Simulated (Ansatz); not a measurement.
`[SiH3][O][Mg][O][SiH3]` + `NB(N)O` → `NB(N)O[SiH3]` + `[OH][Mg][O][SiH3]`  (ligand exchange at the Si–O bond)

Computed with Ansatz on PBE0-D4/def2-TZVP structures; ΔE is electronic, products minus reactants. CCSD(T)/CBS adds triple-zeta CCSD(T) − MP2 to the extrapolated MP2 energy (def2 sets, frozen cores). DFT in def2-TZVPP. For Mg outer-core shells are correlated without core-valence functions, which leaves a few kJ/mol of doubt a bond. Each species was taken in one conformer, which may not be the lowest.

| level | ΔE (kcal/mol) | difference from CCSD(T)/CBS |
| --- | --- | --- |
| LDA (SPW92) | 5.0 | -2.0 |
| revPBE-D4 | 5.5 | -1.5 |
| r2SCAN0-D4 | 6.0 | -1.0 |
| ωB97X-V | 5.7 | -1.3 |
| MP2/def2-SVP | 7.5 | 0.5 |
| HF/def2-TZVPP | 7.1 | 0.1 |
| MP2/def2-TZVPP | 6.2 | -0.8 |
| CCSD/def2-TZVPP | 6.6 | -0.4 |
| MP2/def2-QZVPP | 6.6 | -0.4 |
| MP2/CBS(def2) | 6.7 | -0.3 |
| CCSD(T)/CBS | 7.0 | 0 |

Largest T1 diagnostic among the species: 0.011.

The D4 term adds −1.0 kcal/mol with B3LYP and −0.6 kcal/mol with PBE0; it sums over pairs of atoms, weighted by their polarisabilities, and B3LYP, whose exchange is more repulsive, gets the larger term. Leaving LDA and LC-ωPBE aside and taking each functional with its dispersion term where it has one, the values, not all of them listed here, spread over 1.6 kcal/mol, from BLYP-D4 to PBE-QIDH. LDA lies −1.1 kcal/mol from PBE without D4.

B3LYP here is the variant with VWN-RPA as its local correlation; programs differ in this.
